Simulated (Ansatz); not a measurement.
Consider the cleavage of the Si–B bond: `[SiH3]BS[SiH3]` + `OC1=CC1` → `[SiH3]OC1=CC1` + `BS[SiH3]`.

Computed with Ansatz on PBE0-D4/def2-TZVP structures; ΔE is electronic, products minus reactants. CCSD(T)/CBS is the MP2 limit (def2-TZVPP, def2-QZVPP) plus CCSD(T) − MP2 in def2-TZVPP, frozen cores. Functionals use def2-TZVPP. Each species was taken in one conformer, which may not be the lowest.

`[SiH3]BS[SiH3]`:

Cartesian coordinates in Å:
```
Si 1.161 -0.901 -1.985
B 0.423 -0.062 -0.315
S -1.270 -0.344 0.135
Si -1.365 0.813 1.956
H 1.671 0.162 -2.898
H 2.314 -1.781 -1.636
H 0.153 -1.712 -2.720
H 1.111 0.628 0.383
H -1.057 2.232 1.657
H -2.746 0.692 2.487
H -0.394 0.273 2.936
```

`OC1=CC1`:

Cartesian coordinates in Å:
```
O -0.061 0.302 1.824
C 0.128 0.228 0.512
C 0.754 0.643 -0.531
C -0.302 -0.444 -0.728
H -0.745 -0.328 2.072
H 1.475 1.259 -1.034
H -1.262 -0.187 -1.185
H 0.013 -1.472 -0.931
```

`[SiH3]OC1=CC1`:

Cartesian coordinates in Å:
```
Si 0.499 -0.693 -1.762
O 0.099 -1.205 -0.222
C -0.188 -0.338 0.737
C -0.524 -0.112 1.956
C -0.320 1.103 1.051
H -0.623 0.075 -2.354
H 1.718 0.150 -1.722
H 0.741 -1.942 -2.514
H -0.783 -0.421 2.952
H -1.191 1.663 0.701
H 0.572 1.721 1.177
```

`BS[SiH3]`:

Cartesian coordinates in Å:
```
B 1.475 -0.858 -0.001
S 0.027 -0.909 -1.025
Si -1.149 0.617 -0.058
H 1.559 -0.104 0.921
H 2.357 -1.612 -0.277
H -0.432 1.914 -0.109
H -1.409 0.236 1.351
H -2.428 0.715 -0.802
```

```csv
level,ΔE (kcal/mol)
PBE0-D4,-18.5
ωB97M-V,-22.7
HF/def2-TZVPP,-27.9
MP2/def2-TZVPP,-24.4
CCSD/def2-TZVPP,-23.2
CCSD(T)/def2-TZVPP,-22.5
HF/def2-QZVPP,-28.3
CCSD/CBS(def2),-23.1
```

Q: What does CCSD(T)/CBS give? (Estimate.)

A: Ansatz gave: -22.4 kcal/mol. The listed levels differ from it by 3.9, -0.3, -5.5, -2.0, -0.8, -0.1, -5.9, -0.7 kcal/mol.

Largest T1 diagnostic among the species: 0.015.

In def2-TZVPP, CCSD(T) changes the Hartree–Fock value by +5.4 kcal/mol (the triples alone add +0.7 kcal/mol) and MP2 by +3.5 kcal/mol. From PBE to PBE0 (25 % exact exchange), in def2-TZVPP and without D4, ΔE moves by −1.8 kcal/mol.
